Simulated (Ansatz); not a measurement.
`FC[SiH2][SeH]` + H₂ → `FC[SiH3]` + H₂Se at 400 K and 1 bar (hydrogenolysis of the Si–Se bond).

Program: Ansatz. Geometries: PBE0-D4/def2-TZVP. ΔE: electronic, gas phase. CBS: MP2 limit from def2 TZ/QZ plus the TZ coupled-cluster correction, frozen cores. This one scheme is used for every species. For Se outer-core shells are correlated without core-valence functions, which leaves a few kJ/mol of doubt a bond. Scalar relativity is left out up to krypton. Each species was taken in one conformer, which may not be the lowest.

| species | CCSD(T)/CBS energy (Eh) | H − E (kJ/mol) | S (J/(mol·K)) |
| --- | --- | --- | --- |
| `FC[SiH2][SeH]` | -2830.64501 | 175.3 | 379.0 |
| H₂ | -1.17544 | 38.0 | 139.0 |
| `FC[SiH3]` | -429.90570 | 165.5 | 311.5 |
| H₂Se | -2401.89790 | 49.4 | 229.5 |

H − E and S are ideal-gas, rigid-rotor, harmonic terms from PBE0-D4/def2-TZVP, for one conformer and one mirror image of each species. For small species the MP2-based limit differs from directly extrapolated CCSD(T) by up to some mEh (0.8 for H₂); such offsets cancel only in part. 1 Eh = 2625.50 kJ/mol, R = 8.31446 J/(mol·K).

By hand: ΔE, ΔH, ΔS and ΔG.

ΔE = (-429.90570) + (-2401.89790) − (-2830.64501) − (-1.17544) = 0.01685 Eh = 44.2 kJ/mol. Δ(H − E) = 165.5 + 49.4 − 175.3 − 38.0 = 1.6, so ΔH = 45.8 kJ/mol. ΔS = 311.5 + 229.5 − 379.0 − 139.0 = 23.0 J/(mol·K). ΔG = 45.8 − 400 × (23.0)/1000 = 36.6 kJ/mol.

By hand: the equilibrium constant, and the temperature at which ΔG would vanish if ΔH and ΔS stayed fixed.

log₁₀ K = −ΔG/(RT ln 10) = -4.8. ΔG = 0 at ΔH/ΔS = 1991 K.

ΔH outweighs TΔS. A doubt of 5 kJ/mol in ΔE shifts log₁₀ K by 0.7 here. Other conformers and mirror images would add mixing entropy, several J/(mol·K) or more a flexible species. These are equilibria of isolated gas molecules and say nothing of rates. Largest T1 diagnostic: 0.011 (customary marks: 0.02 for closed shells, 0.045 for open ones).
